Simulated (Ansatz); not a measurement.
CH₃S, SMILES S[CH2], multiplicity 2.

The structure is a stationary point at PBE0-D3(BJ)/def2-TZVP. The isomer is the one that the SMILES or the coordinates give; other isomers of the formula were not compared.

Two levels are set side by side: PBE/def2-TZVPD (Ansatz, an electronic-structure program) and PBE0/def2-TZVPD (Ansatz). Energy differences of separate SCF runs at the same geometry; the states with an electron removed or added have multiplicity 1 and 1. Differences are taken from unrounded values.

```json
[
 {"quantity": "vertical ionisation energy (eV)", "PBE0": "7.76", "PBE": "7.60", "PBE minus PBE0": "-0.16"}
]
```
